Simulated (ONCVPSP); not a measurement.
Which change was made? (Al, ONCV)

- Element: Al (Z = 13)
- Generator: ONCVPSP 4.0.1
- Type: optimised norm-conserving Vanderbilt (ONCV)
- Functional: PBEsol
- Relativity: scalar-relativistic
- Frozen core: [Ne]
- Valence charge: 3
- Reference configuration: 3s2 3p1
- Partial waves: 3s: rc 1.95 bohr, ncon 4, nbas 9, qcut 3.1 1/bohr, local; 3p: rc 2.95 bohr, ncon 4, nbas 9, qcut 2.8 1/bohr, 1 projector
- Local potential: the s channel
- Core correction: Teter function, fcfact 3.5, rcfact 1.45

Cutoffs, loose and tight: the cutoffs (Ha) at which the residual kinetic energy of the hardest occupied pseudo-wave falls to 1 and 0.1 mHa per electron. They do not see the model core or the augmentation charge, which bear on the density cutoff. Test errors are all-electron minus pseudo excitation energies from the reference, over the configurations 3s2 3p0; 3s1 3p0; 3s2 3p0.5; 3s1 3p1; variants that change the core or the reference have their own tests.

The base gives: outcome: generated; cutoff, loose: 5.6 Ha; cutoff, tight: 38 Ha; bound ghosts: none; GHOST(+) flags above zero: none; largest test error (meV): -29.

(1) After one change the result is: outcome: generated; cutoff, loose: 5.6 Ha; cutoff, tight: 38 Ha; bound ghosts: none; GHOST(+) flags above zero: none; largest test error (meV): +16. Which change was it?
A. s: qcut 2.2
B. core correction Teter function fitted to the true core (icmod 2), fcfact 0.35
C. core correction Teter function, fcfact 7.8, rcfact 1.45

## Answers

(1) B. The others give: s: qcut 2.2 → outcome: generated; cutoff, loose: 29 Ha; cutoff, tight: 59 Ha; bound ghosts: none; GHOST(+) flags above zero: none; largest test error (meV): -28 | core correction Teter function, fcfact 7.8, rcfact 1.45 → outcome: generated; cutoff, loose: 5.6 Ha; cutoff, tight: 38 Ha; bound ghosts: none; GHOST(+) flags above zero: none; largest test error (meV): -40.
